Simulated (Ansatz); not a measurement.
Reaction (formal exchange of groups at the Se–In bond): `[SeH][InH2]` + `O=[CH][GeH3]` → `O=[CH][GeH2][SeH]` + `[InH3]`

Program: Ansatz. Geometries: PBE0-D4/def2-TZVP. ΔE: electronic, gas phase. CCSD(T)/CBS adds triple-zeta CCSD(T) − MP2 to the extrapolated MP2 energy (def2 sets, frozen cores). Functionals use def2-TZVPP. Elements past krypton have def2 core potentials. For Ge, In, Se outer-core shells are correlated without core-valence functions, which leaves a few kJ/mol of doubt a bond. Scalar relativity is left out up to krypton. Each species was taken in one conformer, which may not be the lowest.

| species | ωB97X-V energy (Eh) |
| --- | --- |
| `[SeH][InH2]` | -2593.26320 |
| `O=[CH][GeH3]` | -2192.51759 |
| `O=[CH][GeH2][SeH]` | -4593.88694 |
| `[InH3]` | -191.87111 |

(1) Work out ΔE.

Largest T1 diagnostic among the species: 0.014.

Answers

(1) ΔE = (-4593.88694) + (-191.87111) − (-2593.26320) − (-2192.51759) = 0.02274 Eh = +59.7 kJ/mol. CCSD(T)/CBS gives +67.6 kJ/mol.

The D4 term adds −4.2 kJ/mol with B3LYP and −2.4 kJ/mol with PBE0; it sums over pairs of atoms, weighted by their polarisabilities, and B3LYP, whose exchange is more repulsive, gets the larger term.

B3LYP here is the variant with VWN-RPA as its local correlation; programs differ in this.
